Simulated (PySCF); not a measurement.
## Deuteron quadrupole couplings in ethyl 4,4,4-trifluorobut-2-ynoate

Ethyl 4,4,4-trifluorobut-2-ynoate, C6H5F3O2.
Cartesian coordinates in Å at the GFN2-xTB level; atoms count from 1:
```
atom  x, y, z in Å
C1    -2.9316    0.2781    0.9301
C2    -2.2613    0.0066   -0.4082
O3    -0.8549    0.2725   -0.3520
C4    -0.0824   -0.6935    0.1199
O5    -0.4331   -1.7760    0.4995
C6     1.3154   -0.2787    0.1036
C7     2.4902   -0.0300    0.1146
C8     3.9121    0.3042    0.0987
F9     4.6286   -0.5114    0.8814
F10    4.4247    0.2150   -1.1362
F11    4.1349    1.5545    0.5261
H12   -4.0036    0.1341    0.8321
H13   -2.7398    1.2998    1.2481
H14   -2.5537   -0.4054    1.6868
H15   -2.6400    0.6755   -1.1833
H16   -2.4130   -1.0363   -0.7050
```

Level: PBE0/pcSseg-1 (PySCF, non-relativistic); Q(2H) = 0.00286 b; rigid geometry, the same for H and D, with no vibrational averaging.

Question: Rank these positions by the coupling χzz of a deuteron there, largest first.
A. H12 (methyl hydrogen)
B. H15 (methylene hydrogen)
C. H14 (methyl hydrogen)
D. H16 (methylene hydrogen)

Answer: A (213 kHz), C (208 kHz), B (198 kHz), D (191 kHz).

Question: What are Vzz, η and χzz (234.96 MHz × Q × Vzz) at all hydrogens?

Answer: 
```csv
atom,bonded to,bond length (Å),Vzz (au),η,χzz (kHz)
H12,C1,1.086,0.3170,0.03,213
H13,C1,1.087,0.3133,0.02,211
H14,C1,1.087,0.3098,0.02,208
H15,C2,1.092,0.2942,0.08,198
H16,C2,1.095,0.2838,0.10,191
```

Question: Give the 2H NMR doublet splittings at H16 for a magnetic field along the z, y and x axes of the gradient: 3χ/2, 3χ(1 + η)/4, 3χ(1 − η)/4.

Answer: With |χ| = 190.7 kHz and η = 0.105: 286, 158 and 128 kHz, to first order and without motion.

Isolated species at its GFN2-xTB geometry (one conformer only). GFN2-xTB bond lengths can be off by several hundredths of an ångström, more for odd bonds, and the gradients follow them. With a basis this small, the couplings can be 20 % off.
